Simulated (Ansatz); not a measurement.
Ansatz results at the PBE0-D4/def2-TZVP geometry: HOMO energy (PBE0/def2-TZVPP) -7.20 eV; LUMO energy (PBE0/def2-TZVPP) -1.04 eV; HOMO–LUMO gap (PBE/def2-TZVPP) 3.77 eV.

Each molecule was computed in one conformer, which needn't be the lowest.

(1) Which molecule gave them?
A. `CC(C)[NH][Sn]([F])([F])[NH]C(C)C`
B. `CC[N](C)[Sn]([F])([F])[N](C)CC`
C. `C[Se][SnH3]`
D. `[CH3][SnH2][F]`

## Answers

(1) A. The others give `[CH3][SnH2][F]`: -8.71, -0.39, 6.19; `CC[N](C)[Sn]([F])([F])[N](C)CC`: -6.67, -0.99, 3.32; `C[Se][SnH3]`: -6.46, -0.63, 3.90.
